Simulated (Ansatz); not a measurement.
Molecule: sum formula H$_{2}$PO$_{2}$ (charge 0, doublet). It need not be the lowest isomer of its formula. 
Structure (B3LYP-D3(BJ)/def2-TZVP (Ansatz, a quantum-chemistry and plane-wave program) minimum search):
```
P
O 1 1.6322
H 2 0.9675 1 113.79
O 1 1.6617 2 97.67 3 -33.44
H 4 0.9647 1 112.20 2 160.35
```
Charge 0, spin multiplicity 2.

Computed values are from Ansatz. Cores are frozen in the correlated levels unless marked. UHF or UKS for open shells. No spin-orbit coupling. Non-relativistic. CBS marks a two-point X^-3 extrapolation of the correlation energy; Hartree-Fock from the larger set. The bracket is a focal-point correction in the basis named.

The atomisation energy De comes out as 1677.4 kJ/mol at RI-MP2/CBS(cc-pV(T+d)Z,cc-pV(Q+d)Z)+[CCSD(T)-MP2]/cc-pV(T+d)Z and the total energy is -492.4814 Eh at RI-MP2/CBS(cc-pV(T+d)Z,cc-pV(Q+d)Z)+[CCSD(T)-MP2]/cc-pV(T+d)Z. The dipole moment comes out as 2.01 D at CCSD(T)/aug-cc-pV(D+d)Z and the T1 diagnostic is 0.018 at CCSD/cc-pV(T+d)Z.
